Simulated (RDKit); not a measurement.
Input file for RDKit: UFF on H2Se (SMILES [SeH2]).

```python
from rdkit import Chem
from rdkit.Chem import AllChem, rdDetermineBonds

blocks = [
'''3

Se   -0.26460328   -0.39094271    3.37884193
H     0.29948447    0.28415083    4.55820761
H     1.07119926   -0.66446334    2.83519450
''',
]
mol = None
for b in blocks:
    f = Chem.MolFromXYZBlock(b)
    rdDetermineBonds.DetermineBonds(f, charge=0)
    mol = f if mol is None else Chem.CombineMols(mol, f)
Chem.SanitizeMol(mol)
print(Chem.MolToSmiles(Chem.RemoveHs(mol)))
ff = AllChem.UFFGetMoleculeForceField(mol, vdwThresh=100.0, ignoreInterfragInteractions=False)
e = ff.CalcEnergy()
print(f'UFF energy {e:.6f} kcal/mol')
```

The log:

```
[SeH2]
UFF energy 1.622723 kcal/mol
```

The run finished.

Cost: very roughly 0.020 core-seconds.
